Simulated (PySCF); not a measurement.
C2HCl2, SMILES Cl[C]=CCl, multiplicity 2. Atoms are numbered in the order given.

```xyz
5

Cl    -0.3306     1.7953     0.0000
C      0.8867     0.6517     0.0000
C      0.9661    -0.6650     0.0000
Cl    -0.4365    -1.7206     0.0000
H      1.9239    -1.1895     0.0000
```
Charge 0, spin multiplicity 2.

Geometry: B3LYP-D3(BJ)/def2-SVP. The isomer is the one that the SMILES or the coordinates give; other isomers of the formula were not compared.

The numbers are results of PBE/def2-TZVPD (PySCF), not measurements.

Mulliken values depend strongly on the basis, most of all with diffuse functions as here. ESP charges are fitted to the potential on shells at 1.4 to 2.0 van der Waals radii. Atomic charges (e):

```json
[
 {"atom": "Cl1", "ESP fit": "?", "Mulliken": "-0.10", "meta-Löwdin": "0.13", "Mulliken spin": "0.15"},
 {"atom": "C2", "ESP fit": "?", "Mulliken": "0.20", "meta-Löwdin": "-0.09", "Mulliken spin": "0.78"},
 {"atom": "C3", "ESP fit": "-0.23", "Mulliken": "-0.16", "meta-Löwdin": "-0.17", "Mulliken spin": "-0.04"},
 {"atom": "Cl4", "ESP fit": "?", "Mulliken": "-0.19", "meta-Löwdin": "-0.03", "Mulliken spin": "0.09"},
 {"atom": "H5", "ESP fit": "0.23", "Mulliken": "0.26", "meta-Löwdin": "0.16", "Mulliken spin": "0.01"}
]
```

Problem. Fill in the missing entries. (An estimate is asked for; the answer gives what the named calculation found.)

Solution. 
- Cl1, ESP fit: 0.09
- C2, ESP fit: -0.05
- Cl4, ESP fit: -0.03
